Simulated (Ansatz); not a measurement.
Reaction (hydrogenolysis of the Si–N bond): `C=N[SiH2]CF` + H₂ → `FC[SiH3]` + `C=N`

Gas-phase electronic energies from Ansatz, PBE0-D4/def2-TZVP geometries. CCSD(T)/CBS adds triple-zeta CCSD(T) − MP2 to the extrapolated MP2 energy (def2 sets, frozen cores). This one scheme is used for every species. Functionals use def2-TZVPP. HSE06 is defined as in plane-wave codes. Each species was taken in one conformer, which may not be the lowest.

```json
{"level": "B97M-V", "ΔE (kJ/mol)": "18.5", "difference from CCSD(T)/CBS": "-0.8"}
{"level": "r2SCAN0-D4", "ΔE (kJ/mol)": "20.6", "difference from CCSD(T)/CBS": "1.3"}
{"level": "HSE06-D4", "ΔE (kJ/mol)": "16.8", "difference from CCSD(T)/CBS": "-2.5"}
{"level": "CAM-B3LYP-D4", "ΔE (kJ/mol)": "18.7", "difference from CCSD(T)/CBS": "-0.6"}
{"level": "ωB97M-V", "ΔE (kJ/mol)": "19.5", "difference from CCSD(T)/CBS": "0.2"}
{"level": "BLYP", "ΔE (kJ/mol)": "11.6", "difference from CCSD(T)/CBS": "-7.7"}
{"level": "r2SCAN", "ΔE (kJ/mol)": "21.4", "difference from CCSD(T)/CBS": "2.1"}
{"level": "LC-ωPBE", "ΔE (kJ/mol)": "11.0", "difference from CCSD(T)/CBS": "-8.3"}
{"level": "MP2/def2-TZVPP", "ΔE (kJ/mol)": "25.5", "difference from CCSD(T)/CBS": "6.2"}
{"level": "SCS-MP2/def2-TZVPP", "ΔE (kJ/mol)": "19.5", "difference from CCSD(T)/CBS": "0.2"}
{"level": "CCSD(T)/CBS", "ΔE (kJ/mol)": "19.3", "difference from CCSD(T)/CBS": "0"}
```

Largest T1 diagnostic among the species: 0.012.

Leaving LDA and LC-ωPBE aside and taking each functional with its dispersion term where it has one, the values, not all of them listed here, spread over 7.8 kJ/mol, from HSE06-D4 to BLYP-D4. LDA lies +7.7 kJ/mol from PBE without D4. The D4 term adds +10.1 kJ/mol with B3LYP and +5.6 kJ/mol with PBE0; it sums over pairs of atoms, weighted by their polarisabilities, and B3LYP, whose exchange is more repulsive, gets the larger term. At CCSD(T), def2-SVP lies −18.1 kJ/mol from the extrapolated value and def2-TZVPP −3.5 kJ/mol.

CCSD(T)/CBS has its own doubt, a few kJ/mol and more with outer-core shells, so smaller differences from it don't rank the levels.

B3LYP here is the variant with VWN-RPA as its local correlation; programs differ in this.
